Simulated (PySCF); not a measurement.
Copper: a sound run and one with changed settings

Sound run: Cu [Ar] 3d10 4s1, Cu+ [Ar] 3d10. All numbers are calculated (PySCF 2.14, scalar relativity by spin-free X2C-1e, in aug-cc-pVDZ-DK (7s6p4d2f, 59 functions)). In the sound run the correlated levels freeze [Ar]. The sound run starts from symmetry-adapted Hartree-Fock orbitals and uses a fine grid where one is needed.

Changed run: a valence shell is frozen. This setting is unsound on purpose.

Ionisation energy of Cu:

| method | sound run (eV) | changed run (eV) |
| --- | --- | --- |
| UHF | 6.588 | 6.588 |
| MP2 | 7.630 | 6.588 |
| SCS-MP2 | 7.471 | 6.588 |
| CCSD | n/a | 6.588 |
| CCSD(T) | n/a | 6.588 |
| CCSDT | n/a | 6.588 |
| FCI | n/a | 6.588 |

Freezing a valence shell removes pair correlation that changes on ionisation.

For comparison, NIST gives 7.726 eV between the lowest levels.
